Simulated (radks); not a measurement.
Question: Se9+, 25 electrons, occupied as [Ar] 3d7 (the NIST ground configuration). All-electron calculation, scalar-relativistic Kohn-Sham, LDA (Slater exchange, VWN5 correlation), spin-polarised, spherical densities, point nucleus; open shells are filled with parallel spins first. Program: a radial shooting solver on a logarithmic mesh with Libxc functionals. Some entries of the table are withheld. Estimate them.

orbital  occ.  eigenvalue (eV)  <r^2> (bohr^2)
1s up       1        -12690.67        0.002623
1s down     1        -12690.61        0.002623
2s up       1        -1813.904         0.04537
2s down     1        -1810.283         0.04527
2p up       3        -1621.905         0.03589
2p down     3        -1619.120         0.03579
3s up       1        -405.0298          0.3530
3s down     1        -399.8916          0.3553
3p up       3              (1)             (2)
3p down     3              (3)             (4)
3d up       5        -244.3533          0.3666
3d down     2        -238.9299          0.3736

Answer: 
(1) 3p up eigenvalue (eV): -344.2358
(2) 3p up <r^2> (bohr^2): 0.3657
(3) 3p down eigenvalue (eV): -339.1342
(4) 3p down <r^2> (bohr^2): 0.3689
